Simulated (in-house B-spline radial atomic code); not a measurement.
Checks on a self-consistent run for Br³⁺, [Ar] 3d10 4s1 4p2 5f1. Method: Dirac-Hartree-Fock, average of configuration, Fermi nucleus of rms radius 4.1629 fm. Calculated with an all-electron radial atomic-structure program (B-spline basis).

| orbital | q | ε (Eh) | <1/r> | <r²> | small-component weight |
| --- | --- | --- | --- | --- | --- |
| 1s1/2 | 2 | -500.44452 | 35.6644 | 0.00245897 | 0.016111 |
| 2s1/2 | 2 | -69.01326 | 7.98456 | 0.0420434 | 0.0032064 |
| 2p1/2 | 2 | -62.08986 | 7.91729 | 0.0325225 | 0.0031736 |
| 2p3/2 | 4 | -60.32758 | 7.66123 | 0.033946 | 0.0031004 |
| 3s1/2 | 2 | -12.05524 | 2.61116 | 0.345307 | 0.00076809 |
| 3p1/2 | 2 | -9.58716 | 2.48993 | 0.359447 | 0.00071485 |
| 3p3/2 | 4 | -9.32115 | 2.43168 | 0.37185 | 0.00069685 |
| 3d3/2 | 4 | -5.04220 | 2.17609 | 0.410257 | 0.00057826 |
| 3d5/2 | 6 | -4.99934 | 2.16029 | 0.415558 | 0.00057265 |
| 4s1/2 | 1 | -2.58855 | 0.865356 | 2.60338 | 0.00013377 |
| 4p1/2 | 0.66667 | -1.98767 | 0.764744 | 3.26422 | 0.00010893 |
| 4p3/2 | 1.3333 | -1.95911 | 0.752963 | 3.34775 | 0.00010671 |
| 5f5/2 | 0.42857 | -0.33099 | 0.174222 | 63.9812 | 1.0195e-05 |
| 5f7/2 | 0.57143 | -0.33102 | 0.174245 | 63.9662 | 1.0199e-05 |

Electron-electron repulsion V_ee = 958.7280 hartree.

What total energy follows from the eigenvalues?

The eigenvalues count the repulsion twice, so E = Σqε - V_ee = -1641.997 - 958.728 = -2600.725 hartree; the run printed -2600.725.

Does the Dirac virial theorem hold?

For a point nucleus E = -2c²Σq·w, with w the small-component weight. Here Σq·w = 0.069245 and c = 137.0360, so the ratio E/(-2c²Σq·w) is 1.000015; the finite nucleus accounts for the departure from 1.

What diamagnetic shielding (Lamb formula) and susceptibility (Langevin formula) do the radii give?

σ = (α²/3)Σq<1/r> = 177.926/(3·137.036²) = 3158.3 ppm, and χ = -0.79199×10⁻⁶·Σq<r²> = -63.78×10⁻⁶ cm³/mol with Σq<r²> = 80.537 bohr². Both are non-relativistic formulas without the paramagnetism of open shells.
